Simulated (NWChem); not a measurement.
System: C2H7Al; SMILES [CH3][AlH][CH3]

Here is an NWChem input.

```
start job
memory heap 200 mb stack 900 mb global 1100 mb
geometry units angstroms noautoz
  Al    -0.000000     0.000031     0.474883
  C     -1.729008     0.123083    -0.458565
  H     -2.395666    -0.717599    -0.165302
  H     -1.643021     0.116927    -1.564316
  H     -2.269841     1.049751    -0.165361
  C      1.729009    -0.123089    -0.458558
  H      2.395756     0.717489    -0.165203
  H      1.643034    -0.116822    -1.564310
  H      2.269736    -1.049848    -0.165441
  H      0.000002     0.000069     2.084522
end
basis spherical
  * library 6-31g*
end
dft
  xc xpbe96 cpbe96
  iterations 150
end
tddft
  cis
  nroots 6
  notriplet
end
task tddft energy
```

NWChem printed, in part:

```
             Northwest Computational Chemistry Package (NWChem) 7.3.0
             --------------------------------------------------------

 C2V symmetry detected

                             Geometry "geometry" -> ""
                             -------------------------

 Output coordinates in angstroms (scale by  1.889725989 to convert to a.u.)

  No.       Tag          Charge          X              Y              Z
 ---- ---------------- ---------- -------------- -------------- --------------
    1 Al                  13.0000     0.00000000     0.00000000     0.50721644
    2 C                    6.0000    -1.73338413     0.00000000    -0.42622806
    3 H                    1.0000    -2.33865770    -0.88591189    -0.13299331
    4 H                    1.0000    -1.64717911     0.00000000    -1.53197956
    5 H                    1.0000    -2.33865770     0.88591189    -0.13299331
    6 C                    6.0000     1.73338413     0.00000000    -0.42622806
    7 H                    1.0000     2.33865770     0.88591189    -0.13299331
    8 H                    1.0000     1.64717911     0.00000000    -1.53197956
    9 H                    1.0000     2.33865770    -0.88591189    -0.13299331
   10 H                    1.0000     0.00000000     0.00000000     2.11685544

 Effective nuclear repulsion energy (a.u.)      95.4000389310

      Symmetry information
      --------------------

 Group name             C2v
 Group number             16
 Group order               4
 No. of unique centers     5

  pbe96 is a nonlocal functional; adding pw91lda local functional.

                                 NWChem DFT Module
                                 -----------------

 Summary of "ao basis" -> "ao basis" (spherical)
 ------------------------------------------------------------------------------
       Tag                 Description            Shells   Functions and Types
 ---------------- ------------------------------  ------  ---------------------
 Al                          6-31g*                  8       18   4s3p1d
 C                           6-31g*                  6       14   3s2p1d
 H                           6-31g*                  2        2   2s

      Symmetry analysis of basis
      --------------------------

        a1         25
        a2          7
        b1         18
        b2         10

            General Information
            -------------------
          SCF calculation type: DFT
          Wavefunction type:  closed shell.
          No. of atoms     :    10
          No. of electrons :    32
           Alpha electrons :    16
            Beta electrons :    16
          Charge           :     0
          Spin multiplicity:     1
          Use of symmetry is: off; symmetry adaption is: on
          Maximum number of iterations: 150
          AO basis - number of functions:    60
                     number of shells:    34
          Convergence on energy requested:  1.00D-06
          Convergence on density requested:  1.00D-05
          Convergence on gradient requested:  5.00D-04

              XC Information
              --------------
          PerdewBurkeErnzerhof Exchange Functional  1.000
            Perdew 1991 LDA Correlation Functional  1.000 local
           PerdewBurkeErnz. Correlation Functional  1.000 non-local

             Grid Information
             ----------------
          Grid used for XC integration:  medium
          Radial quadrature: Mura-Knowles
          Angular quadrature: Lebedev.
          Tag              B.-S. Rad. Rad. Pts. Rad. Cut. Ang. Pts.
          ---              ---------- --------- --------- ---------
          Al                  1.25       88           8.0       590
          C                   0.70       49          11.0       434
          H                   0.35       45          12.0       434
          Grid pruning is: on
          Number of quadrature shells:   501
          Spatial weights used:  Erf1

      Superposition of Atomic Density Guess
      -------------------------------------

 Sum of atomic energies:        -320.66678677

      Non-variational initial energy
      ------------------------------

 Total energy =    -321.973092
 1-e energy   =    -629.974192
 2-e energy   =     212.601061
 HOMO         =      -0.328418
 LUMO         =       0.009242

      Symmetry analysis of molecular orbitals - initial
      -------------------------------------------------

  Numbering of irreducible representations:

     1 a1          2 a2          3 b1          4 b2

  Orbital symmetries:

     1 a1          2 a1          3 b1          4 a1          5 b1
     6 a1          7 b2          8 a1          9 b1         10 a1
    11 a1         12 b2         13 b1         14 a2         15 a1
    16 b1         17 b2         18 a1         19 b1         20 a1
    21 b2         22 a1         23 a1         24 b1         25 a2
    26 b1

 !! scf_movecs_sym_adapt:    4 vectors were symmetry contaminated

  Symmetry fudging

   convergence    iter        energy       DeltaE   RMS-Dens  Diis-err
 ---------------- ----- ----------------- --------- --------- ---------
 d= 0,ls=0.0,diis     1   -322.5348332389 -4.18D+02  9.80D-03  2.57D-01

 !! scf_movecs_sym_adapt:    6 vectors were symmetry contaminated

  Symmetry fudging
 d= 0,ls=0.0,diis     2   -322.5434930269 -8.66D-03  5.95D-03  1.38D-01

 !! scf_movecs_sym_adapt:    4 vectors were symmetry contaminated

  Symmetry fudging
 d= 0,ls=0.0,diis     3   -322.5563437968 -1.29D-02  2.31D-03  4.57D-02

 !! scf_movecs_sym_adapt:    2 vectors were symmetry contaminated

  Symmetry fudging
 d= 0,ls=0.0,diis     4   -322.5626817427 -6.34D-03  2.20D-04  4.18D-05

 !! scf_movecs_sym_adapt:    2 vectors were symmetry contaminated

  Symmetry fudging
 d= 0,ls=0.0,diis     5   -322.5626914025 -9.66D-06  5.04D-05  5.34D-06
  Resetting Diis
 d= 0,ls=0.0,diis     6   -322.5626924511 -1.05D-06  6.12D-06  1.36D-07
 d= 0,ls=0.0,diis     7   -322.5626924727 -2.16D-08  1.28D-06  1.72D-09

         Total DFT energy =     -322.562692472722
      One electron energy =     -633.532830796338
           Coulomb energy =      247.389933393369
    Exchange-Corr. energy =      -31.819834000758
 Nuclear repulsion energy =       95.400038931005

 Numeric. integr. density =       31.999998301422

                  Occupations of the irreducible representations
                  ----------------------------------------------

                     irrep           alpha         beta
                     --------     --------     --------
                     a1                8.0          8.0
                     a2                1.0          1.0
                     b1                5.0          5.0
                     b2                2.0          2.0

                       DFT Final Molecular Orbital Analysis
                       ------------------------------------

 Vector   14  Occ=2.000000D+00  E=-3.333544D-01  Symmetry=b1
              MO Center=  5.5D-12, -9.8D-18, -7.3D-01, r^2= 4.5D+00
   Bfn.  Coefficient  Atom+Function         Bfn.  Coefficient  Atom+Function
  ----- ------------  ---------------      ----- ------------  ---------------
    23      0.287133   2 C  pz               43     -0.287133   6 C  pz
    35     -0.199558   4 H  s                55      0.199558   8 H  s
    36     -0.169906   4 H  s                56      0.169906   8 H  s
    27      0.145414   2 C  pz               47     -0.145414   6 C  pz
    21     -0.115505   2 C  px               41     -0.115505   6 C  px

 Vector   15  Occ=2.000000D+00  E=-2.365744D-01  Symmetry=a1
              MO Center=  4.5D-17,  1.3D-20,  8.9D-01, r^2= 3.4D+00
   Bfn.  Coefficient  Atom+Function         Bfn.  Coefficient  Atom+Function
  ----- ------------  ---------------      ----- ------------  ---------------
     9      0.320958   1 Al pz               60      0.321424  10 H  s
    59      0.261635  10 H  s                21     -0.168928   2 C  px
    41      0.168928   6 C  px                5     -0.146238   1 Al pz
    23     -0.142054   2 C  pz               43     -0.142054   6 C  pz
    25     -0.110719   2 C  px               45      0.110719   6 C  px

[...]

                                NWChem TDDFT Module
                                -------------------

            General Information
            -------------------
           No. of orbitals :     120
            Alpha orbitals :      60
             Beta orbitals :      60
        Alpha frozen cores :       0
         Beta frozen cores :       0
     Alpha frozen virtuals :       0
      Beta frozen virtuals :       0
         Spin multiplicity :       1
    Number of AO functions :      60
        Use of symmetry is : off
      Symmetry adaption is : on
         Schwarz screening :  0.10D-07

              XC Information
              --------------
   PerdewBurkeErnzerhof Exchange Functional   1.00
     Perdew 1991 LDA Correlation Functional   1.00 local
    PerdewBurkeErnz. Correlation Functional   1.00 non-local

             TDDFT Information
             -----------------
          Calculation type : Tamm-Dancoff TDDFT
         Wavefunction type : Restricted singlets
          No. of electrons :      32
           Alpha electrons :      16
            Beta electrons :      16
              No. of roots :       6
          Max subspacesize :    5200
            Max iterations :     100
               Target root :       1
           Target symmetry : none
      Symmetry restriction : off
                 Algorithm : Optimal
        Davidson threshold :  0.10D-03

    6 smallest eigenvalue differences (eV)
--------------------------------------------------------
  No. Spin  Occ  Vir  Irrep   E(Occ)    E(Vir)   E(Diff)
--------------------------------------------------------
    1    1   16   17 a2       -0.230    -0.055     4.756
    2    1   15   17 b2       -0.237    -0.055     4.945
    3    1   16   18 b1       -0.230     0.011     6.562
    4    1   15   18 a1       -0.237     0.011     6.750
    5    1   16   19 a1       -0.230     0.036     7.231
    6    1   15   19 b1       -0.237     0.036     7.419
--------------------------------------------------------

  Entering Davidson iterations
  Restricted singlet excited states

  Iter   NTrls   NConv    DeltaV     DeltaE      Time
  ----  ------  ------  ---------  ---------  ---------
    1      6       0     0.99E-01   0.10+100        1.5
    2     12       0     0.61E-01   0.12E-01        1.5
    3     18       1     0.13E-01   0.49E-02        1.5
    4     23       2     0.33E-02   0.31E-03        1.3
    5     27       4     0.29E-03   0.29E-04        1.2
    6     29       6     0.86E-04   0.11E-06        0.9
  ----  ------  ------  ---------  ---------  ---------
  Convergence criterion met

  Ground state a1       -322.562692472722 a.u.

  ----------------------------------------------------------------------------
  Root   1 singlet a2             0.177690608 a.u.                4.8352 eV
  ----------------------------------------------------------------------------
     Transition Moments    X  0.00000   Y  0.00000   Z -0.00000
     Dipole Oscillator Strength                    0.0000000000
     Electric Quadrupole                           0.0000000603
     Magnetic Dipole                               0.0000014569
     Total Oscillator Strength                     0.0000015172

     Occ.   16  b1  ---  Virt.   17  b2      -0.99831
  ----------------------------------------------------------------------------
  Root   2 singlet b2             0.184757223 a.u.                5.0275 eV
  ----------------------------------------------------------------------------
     Transition Moments    X -0.00000   Y  0.09865   Z  0.00000
     Dipole Oscillator Strength                    0.0011986155
     Electric Quadrupole                           0.0000001087
     Magnetic Dipole                               0.0000019850
     Total Oscillator Strength                     0.0012007092

     Occ.   15  a1  ---  Virt.   17  b2      -0.99931
  ----------------------------------------------------------------------------
  Root   3 singlet b1             0.256467810 a.u.                6.9788 eV
  ----------------------------------------------------------------------------
     Transition Moments    X -0.61188   Y -0.00000   Z -0.00000
     Dipole Oscillator Strength                    0.0640139490
     Electric Quadrupole                           0.0000001570
     Magnetic Dipole                               0.0000007692
     Total Oscillator Strength                     0.0640148752

     Occ.   12  a2  ---  Virt.   17  b2      -0.16249
     Occ.   15  a1  ---  Virt.   19  b1      -0.35266
     Occ.   16  b1  ---  Virt.   18  a1      -0.91104
     Occ.   16  b1  ---  Virt.   23  a1       0.09830
  ----------------------------------------------------------------------------
  Root   4 singlet a1             0.258684750 a.u.                7.0392 eV
  ----------------------------------------------------------------------------
     Transition Moments    X -0.00000   Y -0.00000   Z  0.22495
     Dipole Oscillator Strength                    0.0087266941
     Electric Quadrupole                           0.0000001915
     Magnetic Dipole                               0.0000000000
     Total Oscillator Strength                     0.0087268856

     Occ.   11  b2  ---  Virt.   17  b2       0.09087
     Occ.   15  a1  ---  Virt.   18  a1       0.90284
     Occ.   15  a1  ---  Virt.   20  a1      -0.11996
     Occ.   15  a1  ---  Virt.   22  a1      -0.05404
     Occ.   15  a1  ---  Virt.   23  a1      -0.07498
     Occ.   16  b1  ---  Virt.   19  b1       0.38524
  ----------------------------------------------------------------------------
  Root   5 singlet a1             0.274020671 a.u.                7.4565 eV
  ----------------------------------------------------------------------------
     Transition Moments    X  0.00000   Y  0.00000   Z -0.54385
     Dipole Oscillator Strength                    0.0540315419
     Electric Quadrupole                           0.0000003478
     Magnetic Dipole                               0.0000000000
     Total Oscillator Strength                     0.0540318897

     Occ.   11  b2  ---  Virt.   17  b2      -0.10018
     Occ.   15  a1  ---  Virt.   18  a1      -0.35191
     Occ.   15  a1  ---  Virt.   20  a1       0.13397
     Occ.   15  a1  ---  Virt.   22  a1       0.08317
     Occ.   16  b1  ---  Virt.   19  b1       0.91163
  ----------------------------------------------------------------------------
  Root   6 singlet b1             0.282307824 a.u.                7.6820 eV
  ----------------------------------------------------------------------------
     Transition Moments    X  0.75159   Y  0.00000   Z  0.00000
     Dipole Oscillator Strength                    0.1063143702
     Electric Quadrupole                           0.0000000482
     Magnetic Dipole                               0.0000038068
     Total Oscillator Strength                     0.1063182252

     Occ.   12  a2  ---  Virt.   17  b2       0.41441
     Occ.   15  a1  ---  Virt.   19  b1      -0.86695
     Occ.   16  b1  ---  Virt.   18  a1       0.24771
     Occ.   16  b1  ---  Virt.   20  a1       0.05010
     Occ.   16  b1  ---  Virt.   23  a1      -0.05576

              Target root =      1
          Target symmetry = none
      Ground state energy =   -322.562692472722
        Excitation energy =      0.177690608206
     Excited state energy =   -322.385001864516

  stored tddft:energy   -322.38500186451597
```

Level: PBE/6-31G* (spherical d), TDA. All runs use the structure optimised with PBE-D3(BJ)/def2-SVP.
